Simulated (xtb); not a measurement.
Here is a job for xtb.
```
$ xtb mol.xyz --gfn 2 --alpb methanol --json

# file mol.xyz
2

Si    -0.00000000    -0.00000000    -0.54858264
O      0.00000000     0.00000000     0.96001962
```

Predict the total energy from GFN2-xTB with ALPB(methanol) in xtb 6.7.1.

-5.8118 Eh

Estimate the dipole moment that GFN2-xTB with ALPB(methanol) returns for this input.

3.22 D

Estimate the partial charges in atom order that GFN2-xTB with ALPB(methanol) returns for this input.

Si1 0.44, O2 -0.44

What HOMO-LUMO gap does GFN2-xTB with ALPB(methanol) give?

4.10 eV
